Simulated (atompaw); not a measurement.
# Tl (Z = 81): one change to a PAW (atompaw) potential, before and after

| Item | Value |
| --- | --- |
| Element | thallium |
| Generator | atompaw 4.2.0.5 |
| Type | PAW |
| Functional | LDA (PW92) |
| Relativity | scalar-relativistic |
| Frozen core | [Xe] 4f14 5d10 |
| Valence charge | 3 |
| Reference configuration | 6s1 6p0 (charge +2) |
| Partial waves | 6s (bound): rc 2.45 bohr; 6s channel at -0.85 Ry: rc 2.45 bohr; 6p (bound, empty): rc 2.40 bohr; 6p channel at -0.75 Ry: rc 2.45 bohr |
| Local potential | ultrasoft scheme with l = 2 at 0.5 Ry, radius 2.00 bohr |
| Core correction | smooth core density matched at 2.20 bohr |
| Augmentation charge | gaussian compensation charge, radius 1.90 bohr; PAW radius 2.45 bohr; waves and projectors: custom polynom vanderbiltortho |

Change: local potential ultrasoft scheme with l = 2 at 0.5 Ry, radius 1.86 bohr.

Cutoffs: the cutoffs (Ry, on a coarse ladder) from which the occupation-weighted sum of valence levels, in a spherical-Bessel basis at the reference potential, stays within 10 and 1 mRy of its value at 400 Ry; they do not see the model core or the augmentation charge, which bear on the density cutoff.

Q: What does the change do?

A: Both files are so soft that the ladder of cutoffs tells neither apart; the bound ghosts move from p to p, s; the range in which the s phases agree narrows (upper end 3.6 → -1.7). A state that the projectors do not describe sees the local part alone, so a deeper or shallower local part can create or remove a ghost.

| quantity | base | changed |
| --- | --- | --- |
| cutoff, loose | 8 Ry | 8 Ry |
| cutoff, tight | 10 Ry | 10 Ry |
| bound ghosts | p | p, s |
| s: phases at 2.46 bohr within 0.05 rad from the reference energy up to (Ry; the scan ends near 5) | 3.6 | -1.7 |
| p: phases at 2.46 bohr within 0.05 rad from the reference energy up to (Ry; the scan ends near 5) | 4.5 | 4.7 |
| lowest overlap eigenvalue by channel | s 0.10, p 0.17 | s 0.08, p 0.12 |

 A true bound ghost makes a file unfit for plane-wave use even where its test errors are small: the radial tests pick states by their node count and pass the ghost by. The cutoffs see the waves, projectors and local potential, not the compensation charge or the core.
